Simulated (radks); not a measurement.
Results of a calculation; reference values are marked as such.
Effect of the nuclear size on neutral lanthanum, [Xe] 5d1 6s2. Level of theory: Dirac Kohn-Sham, BLYP, spin-unpolarised, spherical densities, finite nucleus; open shells are shared between the two j in proportion to 2j + 1; Fermi nuclear charge, rms radius 4.855 fm (a radial shooting solver on a logarithmic mesh with Libxc functionals). The rms radius is varied about that value; shifts are against it.

| rms radius (fm) | total energy shift (eV) | density at nucleus (e/bohr^3) | 1s1/2 shift (meV) | 2s1/2 shift (meV) | 5s1/2 shift (meV) | 5p1/2 shift (meV) | 6s1/2 shift (meV) | 5d5/2 shift (meV) |
|---|---|---|---|---|---|---|---|---|
| 4.0151 | -2.98 | 3.655e+05 | -1240 | -150 | -1.05 | 0.207 | -0.068 | 0.121 |
| 4.6365 | -0.818 | 3.551e+05 | -340 | -41.2 | -0.289 | 0.057 | -0.019 | 0.033 |
| 4.855 | 0 | 3.518e+05 | 0.000 | 0.000 | 0.000 | 0.000 | 0.000 | 0.000 |
| 5.1075 | 0.983 | 3.483e+05 | 409 | 49.5 | 0.347 | -0.068 | 0.022 | -0.040 |
| 5.5978 | 3.00 | 3.419e+05 | 1250 | 151 | 1.06 | -0.209 | 0.068 | -0.122 |

Slopes of the eigenvalues against <r^2> in GHz/fm^2, as finite differences over the two radii next to the reference (eigenvalue slopes, not the field-shift constants of lines): 1s1/2 39500, 2s1/2 4780, 5s1/2 33.5, 5p1/2 -6.59, 6s1/2 2.16, 5d5/2 -3.86.
